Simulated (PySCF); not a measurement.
Mg(F)(OH) (FHMgO), SMILES [OH][Mg][F]. Atoms are numbered in the order given.

```xyz
4

Mg     0.0208    -0.0318     0.0000
F     -0.0025    -1.8009     0.0000
O     -0.0860     1.7557     0.0000
H      0.4619     2.5450     0.0000
```
Charge 0, spin multiplicity 1.

Geometry: PBE-D3(BJ)/def2-TZVP. Other conformers were not sampled.

These are B3LYP/pcJ-1 in PySCF values and carry that method's errors.

Isotropic couplings with Fermi-contact, spin-dipole and both spin-orbit terms, one fixed conformer, no vibrational averaging. Isotopes: 19F, 1H.

Problem. Estimate the spin–spin coupling constants. (Estimate from the structure and the level; the computed values follow.)

Solution. 
```csv
pair,bonds apart,J (Hz)
F2–H4,3,-0.8
```
